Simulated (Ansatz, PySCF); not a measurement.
CH₅InO₂S, SMILES C[S][In]([OH])[OH].

Geometry: PBE0-D3(BJ)/def2-SVP. The structure was generated by enumeration; whether it is a known compound was not checked. The def2 effective core potentials stand for the cores of In; spin–orbit coupling is left out. The values are those of a single conformer.

Vertical ionisation energy (IE) and electron affinity (EA) in eV. Rows of orbital energies are one-electron estimates. Where ΔSCF, EOM or ADC give a negative EA the extra electron is unbound and the value depends on the basis.

```tsv
level	IE	EA
−ε(HOMO), −ε(LUMO), ωB97X/def2-TZVP (PySCF)	9.44	-0.09
−ε(HOMO), −ε(LUMO), PBE/def2-TZVP (PySCF)	5.87	2.70
ΔSCF, PBE0/def2-SVPD (Ansatz), final states of multiplicity 2 and 2	9.24	0.51
ΔSCF, PBE/def2-SVPD (Ansatz), final states of multiplicity 2 and 2	8.97	0.64
```

Question: What vertical singlet–triplet gap does ΔSCF give with PBE0/def2-SVPD (Ansatz, a program for electronic structure) and with PBE/def2-SVPD (Ansatz)? (Estimate from the structure and the level; the computed values follow.)

Answer: 3.84 and 3.46 eV (triplet above singlet where positive).
